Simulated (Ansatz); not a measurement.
Ansatz (a quantum-chemistry and plane-wave program) input (B3LYP-D3(BJ)/def2-TZVP):

Ansatz 0.2 input:
```yaml
crystal:
  periodic: [false, false, false]
  atoms:
    - {symbol: Te, position_ang: [0.03813498, -0.00644856, -0.84476437]}
    - {symbol: H, position_ang: [-0.03806666, 0.06850680, 0.83207363]}
basis:
  gaussian:
    orbitals: def2-TZVP
hamiltonian:
  xc: b3lyp
  dispersion: d3bj
total_charge: 1
relax: {f_tol: 0.002, max_steps: 150}
```

End of the output:

```
integrals: 0.01 GiB planned
467 factors; their error is unknown
mean field: 0.12 GiB planned
mean field evaluation 1: about -7300.4259 eV, gradient 1.5e1 eV
mean field evaluation 2: about -7300.7065 eV, gradient 1.2e1 eV
mean field evaluation 4: about -7300.9019 eV, gradient 6.1e-1 eV
mean field evaluation 8: about -7300.9978 eV, gradient 7.3e-3 eV
mean field evaluation 16: about -7301.0430 eV, gradient 2.3e-1 eV
mean field -7300.99779910 eV, -268.3067203229 hartree, gradient 2.9e-5 eV, S^2 0.000000; 1 other end points of the search recorded, 0 dependent functions left out
the calculation of the forces begins
reference -7300.99797268 eV, -268.3067267018 hartree; 12, 12 occupied and 44, 44 virtual orbitals, 467 factors
relax step   1: F+E_penalty+E_count = -7301.02306644 eV  Δ(F+E_penalty+E_count) = +0.000e0 eV  max|allowed force component| = 1.098e-1 eV/Å  Δτ_max = 0.0000 Å  (50 SCF iters, accepted)
these checks for a lower state are left out or cut short: starts, cluster_reference, orbital_swaps, neighbouring_geometries, increment
integrals: 0.01 GiB planned
467 factors; their error is unknown
mean field: 0.12 GiB planned
mean field -7300.99805891 eV, -268.3067298707 hartree, gradient 5.0e-6 eV, S^2 0.000000; 0 other end points of the search recorded, 0 dependent functions left out
the calculation of the forces begins
reference -7300.99823238 eV, -268.3067362456 hartree; 12, 12 occupied and 44, 44 virtual orbitals, 467 factors
relax step   2: F+E_penalty+E_count = -7301.02332522 eV  Δ(F+E_penalty+E_count) = -2.588e-4 eV  max|allowed force component| = 6.302e-2 eV/Å  Δτ_max = 0.0054 Å  (29 SCF iters, accepted)
these checks for a lower state are left out or cut short: starts, cluster_reference, orbital_swaps, neighbouring_geometries, increment
integrals: 0.01 GiB planned
467 factors; their error is unknown
mean field: 0.12 GiB planned
mean field evaluation 32: about -7300.9026 eV, gradient 5.9e-1 eV
mean field -7300.99817990 eV, -268.3067343169 hartree, gradient 5.0e-6 eV, S^2 0.000000; 0 other end points of the search recorded, 0 dependent functions left out
the calculation of the forces begins
reference -7300.99835341 eV, -268.3067406933 hartree; 12, 12 occupied and 44, 44 virtual orbitals, 467 factors
relax step   3: F+E_penalty+E_count = -7301.02344650 eV  Δ(F+E_penalty+E_count) = -1.213e-4 eV  max|allowed force component| = 5.918e-4 eV/Å  Δτ_max = 0.0019 Å  (31 SCF iters, accepted)
integrals: 0.01 GiB planned
467 factors; their error is unknown
mean field: 0.12 GiB planned
mean field evaluation 64: about -7300.9975 eV, gradient 7.5e-1 eV
mean field -7300.99817990 eV, -268.3067343169 hartree, gradient 5.0e-6 eV, S^2 0.000000; 2 other end points of the search recorded, 0 dependent functions left out
the calculation of the forces begins
reference -7300.99835341 eV, -268.3067406933 hartree; 12, 12 occupied and 44, 44 virtual orbitals, 467 factors
Total energy: -7301.02362001 eV, -268.3076692238 hartree
Atom 0 at     0.037978    -0.006294    -0.841317 Å, force     0.000027    -0.000026    -0.000592 eV/Å
Atom 1 at    -0.037910     0.068353     0.828626 Å, force    -0.000027     0.000026     0.000592 eV/Å
Dipole moment:    -0.005852     0.005756     0.128774 e Å
```
